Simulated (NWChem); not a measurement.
System: C₂H₄F₂Sn; SMILES C=[CH][SnH]([F])[F]

Excerpt of the output:

```
             Northwest Computational Chemistry Package (NWChem) 7.3.0
             --------------------------------------------------------

 C1  symmetry detected

                             Geometry "geometry" -> ""
                             -------------------------

 Output coordinates in angstroms (scale by  1.889725989 to convert to a.u.)

  No.       Tag          Charge          X              Y              Z
 ---- ---------------- ---------- -------------- -------------- --------------
    1 Sn                  50.0000    -0.00007187     0.23793870    -0.22106879
    2 F                    9.0000     1.50165622     1.26167737     0.43950053
    3 F                    9.0000    -1.49960099     1.26502496     0.43927859
    4 C                    6.0000    -0.00190039    -1.66718876     0.69448749
    5 C                    6.0000    -0.00018043    -2.78663495    -0.03311432
    6 H                    1.0000     0.00028734     0.35708050    -1.92278227
    7 H                    1.0000    -0.00376142    -1.71239937     1.78897766
    8 H                    1.0000     0.00174533    -2.78296799    -1.12924187
    9 H                    1.0000    -0.00068963    -3.77602681     0.43923480

 Effective nuclear repulsion energy (a.u.)     498.4750161389

 Summary of "ao basis" -> "ao basis" (spherical)
 ------------------------------------------------------------------------------
       Tag                 Description            Shells   Functions and Types
 ---------------- ------------------------------  ------  ---------------------
 Sn                         def2-svp                10       26   4s4p2d
 F                          def2-svp                 6       14   3s2p1d
 C                          def2-svp                 6       14   3s2p1d
 H                          def2-svp                 3        5   2s1p

            General Information
            -------------------
          SCF calculation type: DFT
          Wavefunction type:  closed shell.
          No. of atoms     :     9
          No. of electrons :    56
           Alpha electrons :    28
            Beta electrons :    28
          Charge           :     0
          Spin multiplicity:     1
          Use of symmetry is: off; symmetry adaption is: off
          Maximum number of iterations: 150
          AO basis - number of functions:   102
                     number of shells:    46
          Convergence on energy requested:  1.00D-06
          Convergence on density requested:  1.00D-05
          Convergence on gradient requested:  5.00D-04

              XC Information
              --------------
          PerdewBurkeErnzerhof Exchange Functional  1.000
            Perdew 1991 LDA Correlation Functional  1.000 local
           PerdewBurkeErnz. Correlation Functional  1.000 non-local

             Grid Information
             ----------------
          Grid used for XC integration:  xfine
          Radial quadrature: Mura-Knowles
          Angular quadrature: Lebedev.
          Tag              B.-S. Rad. Rad. Pts. Rad. Cut. Ang. Pts.
          ---              ---------- --------- --------- ---------
          Sn                  1.45      205          12.0      1454
          F                   0.50      100          13.0      1454
          C                   0.70      100          11.0      1454
          H                   0.35      100          13.0      1202
          Grid pruning is: on
          Number of quadrature shells:  1005
          Spatial weights used:  Erf1

      Superposition of Atomic Density Guess
      -------------------------------------

 Sum of atomic energies:        -524.92750284

      Non-variational initial energy
      ------------------------------

 Total energy =    -490.344548
 1-e energy   =   -1288.421108
 2-e energy   =     531.231550
 HOMO         =      -0.335347
 LUMO         =      -0.025548

     ---------------------------------------------
      Total Density - Mulliken Population Analysis
     ---------------------------------------------

    Atom       Charge   Shell Charges
 -----------   ------   -------------------------------------------------------
    1 Sn  22    20.33   1.60  0.42  0.86  0.27  3.26  2.73  0.78  0.29  9.77  0.36
    2 F    9     9.73   1.99  1.15  0.81  3.55  2.22  0.00
    3 F    9     9.73   1.99  1.15  0.81  3.55  2.22  0.00
    4 C    6     6.37   1.99  0.98  0.34  1.92  1.11  0.03
    5 C    6     6.11   1.99  0.96  0.28  1.92  0.94  0.03
    6 H    1     1.06   0.61  0.44  0.01
    7 H    1     0.88   0.66  0.19  0.03
    8 H    1     0.90   0.67  0.20  0.02
    9 H    1     0.89   0.67  0.20  0.02

   convergence    iter        energy       DeltaE   RMS-Dens  Diis-err
 ---------------- ----- ----------------- --------- --------- ---------
 d= 0,ls=0.0,diis     1   -491.9406239543 -7.59D+02  3.27D-02  1.17D+00
 d= 0,ls=0.0,diis     2   -490.8688965908  1.07D+00  2.25D-02  1.26D+01
 d= 0,ls=0.0,diis     3   -492.0905618494 -1.22D+00  3.14D-03  2.56D-02
 d= 0,ls=0.0,diis     4   -492.0898350570  7.27D-04  1.54D-03  3.02D-02
 d= 0,ls=0.0,diis     5   -492.0938242618 -3.99D-03  5.04D-04  2.52D-03
  Resetting Diis
 d= 0,ls=0.0,diis     6   -492.0940862549 -2.62D-04  1.81D-04  7.54D-04
 d= 0,ls=0.0,diis     7   -492.0941916438 -1.05D-04  8.95D-05  2.24D-05
 d= 0,ls=0.0,diis     8   -492.0941864537  5.19D-06  5.70D-05  5.58D-05
 d= 0,ls=0.0,diis     9   -492.0941943328 -7.88D-06  1.54D-05  3.58D-06
 d= 0,ls=0.0,diis    10   -492.0941948228 -4.90D-07  4.10D-06  2.50D-07

         Total DFT energy =     -492.094194822843
      One electron energy =    -1291.679683254658
           Coulomb energy =      583.750857800076
    Exchange-Corr. energy =      -51.010379313653
 Nuclear repulsion energy =      266.845009945391

 Numeric. integr. density =       55.999999988941

                       DFT Final Molecular Orbital Analysis
                       ------------------------------------

 Vector   26  Occ=2.000000D+00  E=-2.999256D-01
              MO Center=  3.6D-03,  1.2D+00,  4.1D-01, r^2= 3.0D+00
   Bfn.  Coefficient  Atom+Function         Bfn.  Coefficient  Atom+Function
  ----- ------------  ---------------      ----- ------------  ---------------
    30      0.385624  2 F  px                44      0.385665  3 F  px
    33     -0.272885  2 F  px                47     -0.272926  3 F  px
    32     -0.196548  2 F  pz                46      0.195804  3 F  pz
    31     -0.172659  2 F  py                45      0.171132  3 F  py
    35      0.140790  2 F  pz                49     -0.140280  3 F  pz

 Vector   27  Occ=2.000000D+00  E=-2.819463D-01
              MO Center= -5.5D-05, -1.9D+00,  3.4D-01, r^2= 2.5D+00
   Bfn.  Coefficient  Atom+Function         Bfn.  Coefficient  Atom+Function
  ----- ------------  ---------------      ----- ------------  ---------------
    58      0.401540  4 C  px                72      0.398249  5 C  px
    75      0.254450  5 C  px                61      0.253035  4 C  px
    31     -0.138121  2 F  py                45      0.137154  3 F  py
    34      0.099339  2 F  py                48     -0.098651  3 F  py
    17      0.052053  1 Sn d -2

 Vector   28  Occ=2.000000D+00  E=-2.768297D-01
              MO Center= -2.2D-04, -2.3D-01,  7.1D-02, r^2= 4.8D+00
   Bfn.  Coefficient  Atom+Function         Bfn.  Coefficient  Atom+Function
  ----- ------------  ---------------      ----- ------------  ---------------
    59      0.256413  4 C  py                84     -0.230057  6 H  s
    31     -0.214550  2 F  py                45     -0.214748  3 F  py
    32      0.209547  2 F  pz                46      0.209358  3 F  pz
    83     -0.209161  6 H  s                 12     -0.170844  1 Sn py
    60     -0.167914  4 C  pz                62      0.166190  4 C  py

 Vector   29  Occ=0.000000D+00  E=-8.037388D-02
              MO Center= -6.6D-04, -1.8D+00,  1.8D-01, r^2= 3.3D+00
   Bfn.  Coefficient  Atom+Function         Bfn.  Coefficient  Atom+Function
  ----- ------------  ---------------      ----- ------------  ---------------
    75      0.530215  5 C  px                61     -0.446156  4 C  px
    72      0.438891  5 C  px                58     -0.336024  4 C  px
    14     -0.263449  1 Sn px                11     -0.237442  1 Sn px
    31      0.097581  2 F  py                45     -0.097406  3 F  py
    17     -0.094749  1 Sn d -2              29      0.093532  2 F  s

 Vector   30  Occ=0.000000D+00  E=-5.682363D-02
              MO Center= -7.6D-04,  2.1D-01, -2.4D-01, r^2= 4.0D+00
   Bfn.  Coefficient  Atom+Function         Bfn.  Coefficient  Atom+Function
  ----- ------------  ---------------      ----- ------------  ---------------
     4      0.808093  1 Sn s                  3      0.747820  1 Sn s
    84     -0.594780  6 H  s                 57     -0.506642  4 C  s
     2     -0.283602  1 Sn s                 83     -0.268378  6 H  s
    59     -0.253601  4 C  py                62     -0.225492  4 C  py
     1     -0.221251  1 Sn s                 29     -0.219730  2 F  s

[...]

                         DFT ENERGY GRADIENTS

    atom               coordinates                        gradient
                 x          y          z           x          y          z
   1 Sn     -0.000136   0.449639  -0.417759    0.000011   0.005516   0.004633
   2 F       2.837719   2.384225   0.830536   -0.008471  -0.005642  -0.003631
   3 F      -2.833835   2.390551   0.830116    0.008459  -0.005656  -0.003630
   4 C      -0.003591  -3.150530   1.312391   -0.000003  -0.003677  -0.003753
   5 C      -0.000341  -5.265976  -0.062577    0.000001   0.004666   0.003383
   6 H       0.000543   0.674784  -3.633532   -0.000002  -0.000187   0.005136
   7 H      -0.007108  -3.235966   3.380678    0.000013  -0.000348  -0.005446
   8 H       0.003298  -5.259047  -2.133958   -0.000012   0.000176   0.005525
   9 H      -0.001303  -7.135656   0.830033    0.000004   0.005153  -0.002216
```

Level: PBE/def2-SVP with def2 effective core potentials on Sn. All runs use the structure optimised with PBE0/def2-SVP. Not confirmed as a minimum by frequencies. def2 effective core potentials on Sn; no spin-orbit coupling.

Task: Which NWChem input produces such a log?

Result: Several could match; the one computed here: the input that was run:
```
start job
memory heap 200 mb stack 900 mb global 1100 mb
geometry units angstroms noautoz
  Sn     0.008719     0.259824    -0.173884
  F      1.499684     1.266885     0.534940
  F     -1.500596     1.288404     0.461367
  C     -0.026559    -1.655532     0.719382
  C     -0.013462    -2.766633    -0.020787
  H      0.051493     0.398279    -1.873597
  H     -0.055518    -1.713157     1.812907
  H      0.015362    -2.750530    -1.116425
  H     -0.031266    -3.761304     0.439998
end
basis spherical
  * library def2-svp
end
ecp
  Sn library def2-ecp
end
dft
  xc xpbe96 cpbe96
  grid xfine
  iterations 150
  mulliken
end
task dft gradient
```
